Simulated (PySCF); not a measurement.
# Magnetic susceptibility: SMILES C=C(C)[C@@H]1CC(C)=N1, C7H11N

Geometry (Å), atoms numbered from 1 in this order:
```xyz
19

C    -1.5440    1.5590   -0.3409
C    -1.4749    0.2527   -0.1450
C    -2.5557   -0.5441    0.5215
C    -0.2759   -0.5443   -0.5549
C     0.7573   -0.8423    0.5749
C     1.6389   -0.0408   -0.3355
C     3.0571    0.3546   -0.2253
N     0.7871    0.2048   -1.2617
H    -0.7469    2.0883   -0.8330
H    -2.4011    2.1346   -0.0348
H    -2.1655   -1.0526    1.4031
H    -2.9353   -1.3055   -0.1595
H    -3.3787    0.0986    0.8216
H    -0.5761   -1.4325   -1.1180
H     0.5331   -0.3833    1.5366
H     1.0284   -1.8879    0.7142
H     3.6879   -0.5329   -0.1804
H     3.3418    0.9597   -1.0817
H     3.2129    0.9232    0.6912
```

Level of theory: GIAO B97-2/pcSseg-1 magnetisability, rotational g tensor and spin-rotation constants, non-relativistic, gas phase (PySCF). Geometry: GFN2-xTB.

How diamagnetic is it, and how anisotropic?

Isotropic -1144 × 10⁻³⁰ J/T², or -68.9 × 10⁻⁶ cm³/mol; principal values -1236, -1127, -1068 × 10⁻³⁰ J/T², anisotropy 147 × 10⁻³⁰ J/T² (root of half the summed squared differences of the principal values). The susceptibility is in cgs units.

Split it along the inertial axes a, b, c into diamagnetic and paramagnetic parts about the centre of mass, with the quadrupole moment.


```
axis  χ (10⁻⁶ cm³/mol)  diamagnetic (10⁻⁶ cm³/mol)  paramagnetic (10⁻⁶ cm³/mol)  summed x² of all electrons (Å²)  quadrupole Θ (D Å)
   a             -65.4                      -375.7                        310.3                            225.7               +6.14
   b             -67.1                     -1081.4                       1014.3                             59.3               -2.09
   c             -74.1                     -1209.3                       1135.2                             29.2               -4.05
```
Anisotropies 2χaa − χbb − χcc = +10.4 and 2χbb − χaa − χcc = +5.2 × 10⁻⁶ cm³/mol. Θ is traceless in Buckingham's convention.

And the rotational g tensor?


| axis | rotational constant (GHz) | g | nuclear part | electronic part |
| --- | --- | --- | --- | --- |
| a | 4.7882 | -0.0540 | 0.6439 | -0.6979 |
| b | 1.2848 | -0.0105 | 0.6017 | -0.6122 |
| c | 1.1417 | -0.0050 | 0.6039 | -0.6089 |

Asymmetric top; isotopes 12C, 1H, 14N; no vibrational averaging.
